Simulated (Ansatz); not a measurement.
**A family of molecules: the atomisation energy (no zero-point term)**

Gas-phase molecules, one atom swapped for its congeners: C2H9BS `[BH3-][S+](C)C`; C2H9AlS `C[S+](C)[AlH3-]`; C2H9GaS `C[S+](C)[GaH3-]`. All are singlets with charge 0.

Shapes, held fixed at every level: PBE0-D4/def2-TZVP. Programs: Ansatz 0.2.0. Values in eV.

Q: How should the atomisation energy change along the series?

A: At CCSD(T)/def2-TZVPP the atomisation energy falls at every step, from 45.69 to 42.03 eV. Every level shows the same order. Relativity is left out for Ga. Outer-core shells of Ga are correlated in most correlated rows, in sets that cover them unevenly. Spin-orbit coupling, which grows down the group, is left out (summed over each molecule's free atoms 0.03, 0.04, 0.10 eV). Coupled cluster in double- or triple-zeta sets underbinds by a few per cent against its basis-set limit.

```
              level  C2H9BS  C2H9AlS  C2H9GaS
      HF/def2-TZVPP   35.38    32.82    31.88
   SPW92/def2-TZVPP   52.84    48.79    48.31
BHLYP-D4/def2-TZVPP   45.98    42.84    41.98
 PBE0-D4/def2-TZVPP   46.99    43.47    42.74
  B2PLYP/def2-TZVPP   46.28    42.98    42.19
   CCSD(T)/def2-SVP   44.43    41.35    40.64
 CCSD(T)/def2-TZVPP   45.69    42.61    42.03
```
